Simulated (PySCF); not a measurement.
Isomers of C3H6O4Si, one GFN2-xTB conformer each. Single-point energies are computed at PBE0/pcSseg-1 (PySCF, gas phase, no added dispersion term), electronic only.

**Question.** Rank them by PBE0/pcSseg-1 energy, lowest first (kcal/mol).
A. `[CH2:1]=[C:2]([O:3][SiH2:4][OH:5])[C:6](=[O:7])[OH:8]` with C1–C2–O3–Si4 -173°, C2–O3–Si4–O5 -70°, O3–Si4–O5–H 77°, C1–C2–C6–O7 180°, C2–C6–O8–H 180°
B. `[CH3:1][O:2][C:3](=[O:4])[C:5](=[O:6])[O:7][SiH3:8]` with C1–O2–C3–O4 2°, O2–C3–C5–O6 32°, C3–C5–O7–Si8 -177°
C. `[CH3:1][C:2](=[O:3])[O:4][SiH2:5][C:6](=[O:7])[OH:8]` with C1–C2–O4–Si5 -179°, C2–O4–Si5–C6 -179°, O4–Si5–C6–O7 -2°, Si5–C6–O8–H 180°

**Answer.** A (0.0), C (5.9), B (27.2).

As drawn, the lowest has an O–H bond and a C=C bond outside aromatic rings, which the highest lacks. GFN2-xTB itself gives, in the same order: 0.0, 20.8, 23.4. Both levels put the same isomer lowest; measured from each level's own lowest isomer, the values differ by up to 14.9 kcal/mol (CC(=O)O[SiH2]C(=O)O: 20.8 against 5.9).

**Question.** Which frontier levels, dipoles and rotational constants go with these structures?

**Answer.** 
```csv
SMILES,"HOMO (eV, PBE0/pcSseg-1)",LUMO (eV),dipole (D),"A, B, C (MHz)"
C=C(O[SiH2]O)C(=O)O,-7.44,-1.65,3.46,"3040, 1301, 974.6"
CC(=O)O[SiH2]C(=O)O,-8.03,-0.75,0.90,"4386, 855.0, 724.9"
COC(=O)C(=O)O[SiH3],-8.02,-1.52,0.96,"5043, 856.9, 761.2"
```
